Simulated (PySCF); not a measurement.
TlCl, SMILES [Cl][Tl].

Geometry optimised at B3LYP-D3(BJ)/def2-TZVP. The def2 effective core potentials stand for the cores of Tl; spin–orbit coupling is left out.

Two levels are set side by side: PBE/def2-TZVPD (PySCF) and B3LYP/def2-TZVPD (PySCF). Same geometry, gas phase. Differences are taken from unrounded values.

```csv
quantity,PBE
orbital gap (eV),3.99
highest occupied level (eV),-6.49
lowest empty level (eV),-2.50
dipole moment (D),4.55
mean polarisability (bohr³),56.8
```

Q: These are the PBE values. What does B3LYP give? (An estimate is asked for; the answer gives what the named calculation found.)

A: 
```tsv
quantity	B3LYP	PBE minus B3LYP
orbital gap (eV)	5.22	-1.23
highest occupied level (eV)	-7.36	0.87
lowest empty level (eV)	-2.13	-0.36
dipole moment (D)	4.75	-0.20
mean polarisability (bohr³)	55.5	1.3
```

Without exact exchange PBE keeps part of each electron's self-repulsion, which lifts occupied levels and narrows the gap. Differences between two approximate levels are no errors against the true value.

Rough cost on one machine, each run with all the roots and properties that it gave: B3LYP against PBE within a factor of 2.
